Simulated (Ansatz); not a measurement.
Species: CH$_{4}$Ga, SMILES `[CH3][GaH]` (charge 0, multiplicity 2).

Problem. Give a relaxed geometry from Ansatz (a first-principles code) with B3LYP-D3(BJ)/def2-TZVP.

Solution. the end point of this relaxation (outside a Z-matrix the atoms follow the SMILES, hydrogens last).
Bond lengths (Å): C1–Ga2 2.011, C1–H3 1.093, C1–H4 1.088, C1–H5 1.093, Ga2–H6 1.611. Angles (°): Ga2–C1–H3 108.1, Ga2–C1–H4 113.1, Ga2–C1–H5 108.3, H3–C1–H4 109.4, H3–C1–H5 108.3, H4–C1–H5 109.6, C1–Ga2–H6 118.5.
